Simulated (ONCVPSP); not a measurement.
Varying the ONCV potential for bismuth (Bi)

Base potential:

| Quantity | Value |
| --- | --- |
| Element | bismuth (Bi) |
| Generator | ONCVPSP 4.0.1 |
| Type | optimised norm-conserving Vanderbilt (ONCV) |
| Functional | PBE |
| Relativity | fully relativistic |
| Frozen core | [Kr] 4d10 4f14 |
| Valence charge | 23 |
| Reference configuration | 5s2 5p6 5d10 6s2 6p1 (charge +2) |
| Partial waves | 5s+6s: rc 1.60 bohr, ncon 3, nbas 7, qcut 9.1 1/bohr, 2 projectors; 5p+6p: rc 1.60 bohr, ncon 4, nbas 8, qcut 8.3 1/bohr, 2 projectors; 5d: rc 1.30 bohr, ncon 4, nbas 8, qcut 7.3 1/bohr, 2 projectors, debl 2.2 Ha |
| Local potential | polynomial inside 0.80 bohr (lpopt 5, dvloc0 -1 Ha) |
| Core correction | Teter function, fcfact 3.75, rcfact 1.35 |

Open shells are filled in proportion to 2j + 1.

Cutoffs, loose and tight: the cutoffs (Ha) at which the residual kinetic energy of the hardest occupied pseudo-wave falls to 1 and 0.1 mHa per electron. They do not see the model core or the augmentation charge, which bear on the density cutoff. Test errors are all-electron minus pseudo excitation energies from the reference, over the configurations 5s2 5p6 5d10 6s2 6p3; 5s2 5p6 5d10 6s2 6p2; 5s2 5p6 5d10 6s2 6p0; 5s2 5p6 5d10 6s1 6p4. A dash means not determined; rows that change the core or the reference have their own tests.

A true bound ghost makes a file unfit for plane-wave use even where its test errors are small: the radial tests pick states by their node count and pass the ghost by.

| change | outcome | cutoff, loose | cutoff, tight | bound ghosts | GHOST(+) flags above zero | largest test error (meV) |
| --- | --- | --- | --- | --- | --- | --- |
| base | generated | 27 Ha | 44 Ha | s | p3/2 | -1.4 |
| all radii but the core radius scaled by about 0.79 (s 1.26, p 1.26, d 1.02 bohr); local potential polynomial inside 0.62 bohr (lpopt 5, dvloc0 -1 Ha) | generated | 33 Ha | 116 Ha | s, p3/2, p1/2 | d5/2, d3/2 | -1.9 |
| all radii but the core radius scaled by about 0.84 (s 1.34, p 1.34, d 1.08 bohr); local potential polynomial inside 0.66 bohr (lpopt 5, dvloc0 -1 Ha) | generated | 31 Ha | 108 Ha | s, p3/2 | d5/2, p1/2 | -1.4 |
| all radii but the core radius scaled by about 0.92 (s 1.48, p 1.48, d 1.20 bohr); local potential polynomial inside 0.74 bohr (lpopt 5, dvloc0 -1 Ha) | generated | 29 Ha | 45 Ha | s | p3/2, p1/2 | -1.7 |
| all radii but the core radius scaled by about 1.05 (s 1.68, p 1.68, d 1.36 bohr); local potential polynomial inside 0.84 bohr (lpopt 5, dvloc0 -1 Ha) | generated | 26 Ha | 58 Ha | s | p3/2, p1/2 | -2.3 |
| all radii but the core radius scaled by about 1.10 (s 1.76, p 1.76, d 1.42 bohr); local potential polynomial inside 0.88 bohr (lpopt 5, dvloc0 -1 Ha) | generated | 26 Ha | 61 Ha | s | p3/2 | -2.5 |
| all radii but the core radius scaled by about 1.17 (s 1.88, p 1.88, d 1.52 bohr); local potential polynomial inside 0.94 bohr (lpopt 5, dvloc0 -1 Ha) | generated | 25 Ha | 57 Ha | s | none | -3.0 |
| all radii but the core radius scaled by about 1.26 (s 2.02, p 2.02, d 1.64 bohr); local potential polynomial inside 1.00 bohr (lpopt 5, dvloc0 -1 Ha) | generated | 24 Ha | 39 Ha | none | s | -3.4 |
| all radii but the core radius scaled by about 1.32 (s 2.12, p 2.12, d 1.72 bohr); local potential polynomial inside 1.06 bohr (lpopt 5, dvloc0 -1 Ha) | generated | 24 Ha | 30 Ha | d3/2 | s | -3.9 |

Reading the sweep of the scale of all radii but the core radius (base = 1) (base included, trends over the rows without a ghost): Bound ghosts are found at 0.79, 0.84, 0.92, 1, 1.05, 1.1, 1.17, 1.32.
